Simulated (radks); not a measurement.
Q: Species: K V. Configuration: [He] 2s2 2p5 3s2 3p4 (not the ground configuration). Calculated with a radial shooting solver on a logarithmic mesh with Libxc functionals: Dirac Kohn-Sham, PBEsol, spin-unpolarised, spherical densities, finite nucleus; open shells fill j = l - 1/2 first; Fermi nuclear charge, rms radius 3.4349 fm. Some entries of the table are withheld. Estimate them.

| orbital | occ. | eigenvalue (Ry) | r(max) (bohr) | <r^2> (bohr^2) |
|---|---|---|---|---|
| 1s1/2 | 2 | -266.7674 | 0.05306 | (1) |
| 2s1/2 | 2 | -32.60313 | 0.3146 | 0.1710 |
| 2p1/2 | 2 | (2) | 0.2567 | (3) |
| 2p3/2 | 3 | (4) | 0.2586 | (5) |
| 3s1/2 | 2 | -6.94045 | (6) | (7) |
| 3p1/2 | 2 | -5.61419 | 1.025 | 1.610 |
| 3p3/2 | 2 | -5.58434 | 1.030 | 1.624 |
| 3d3/2 | 0 | (8) | 1.010 | 1.946 |
| 3d5/2 | 0 | (9) | 1.011 | 1.950 |
| 4s1/2 | 0 | -2.45682 | 2.481 | 7.762 |

A: 
(1) 1s1/2 <r^2> (bohr^2): 0.008839
(2) 2p1/2 eigenvalue (Ry): -27.62969
(3) 2p1/2 <r^2> (bohr^2): 0.1419
(4) 2p3/2 eigenvalue (Ry): -27.40457
(5) 2p3/2 <r^2> (bohr^2): 0.1437
(6) 3s1/2 r(max) (bohr): 1.001
(7) 3s1/2 <r^2> (bohr^2): 1.454
(8) 3d3/2 eigenvalue (Ry): -3.58321
(9) 3d5/2 eigenvalue (Ry): -3.58001
